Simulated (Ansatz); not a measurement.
Geometry optimisation, Ansatz, RKS PBE0/def2-SVP.

Input:

```yaml
crystal:
  periodic: [false, false, false]
  atoms:
    - { symbol: B, position_ang: [0.0, 0.0, 0.0] }
    - { symbol: F, position_ang: [0.0, 0.0, 1.32] }
    - { symbol: C, position_ang: [1.3856, 0.0, -0.8] }
    - { symbol: H, position_ang: [1.7152, -1.0462, -0.9702] }
    - { symbol: H, position_ang: [1.2491, 0.508, -1.7774] }
    - { symbol: H, position_ang: [2.1552, 0.5381, -0.2082] }
    - { symbol: "N", position_ang: [-1.3423, 0.0, -0.775] }
    - { symbol: H, position_ang: [-2.0112, -0.8164, -0.6764] }
    - { symbol: H, position_ang: [-1.5914, 0.8164, -1.4036] }
basis:
  gaussian: { orbitals: def2-SVP }
hamiltonian:
  xc: pbe0
relax:
  f_tol: 0.02
  max_steps: 40
```

Run as:

```bash
$ ansatz run input.yaml --threads 2 --pin off --max-ram 3072MiB --backend cpu --events-out ev --progress --plain --runs-dir out
```

Where does it end, and by what steps?

The forces met the threshold. After 8 steps the energy has fallen by 1.177 eV; H8 moved furthest, 0.85 Å.

```tsv
step	energy less start (eV)	largest force component (eV/Å)	accepted
0	0.0000	2.660	yes
1	-0.5538	1.329	yes
2	-0.9025	0.982	yes
3	-1.0842	0.414	yes
4	-1.1616	0.338	yes
5	-1.1755	0.104	yes
6	-1.1767	0.056	yes
7	-1.1771	0.028	yes
8	-1.1772	0.010	yes
```

```xyz
9
Properties=species:S:1:pos:R:3
B -0.042 -0.162 -0.111
F -0.053 -0.602 1.163
C 1.345 0.068 -0.814
H 1.918 -0.873 -0.833
H 1.267 0.444 -1.845
H 1.948 0.784 -0.231
N -1.283 0.058 -0.718
H -2.156 -0.102 -0.233
H -1.384 0.386 -1.667
```

Whether the end is a true minimum wasn't checked by a vibrational analysis.

The run took 9.5 s on 2 threads of Intel(R) Xeon(R) 6975P-C (Granite Rapids), on a shared host, peak memory 0.16 GiB.
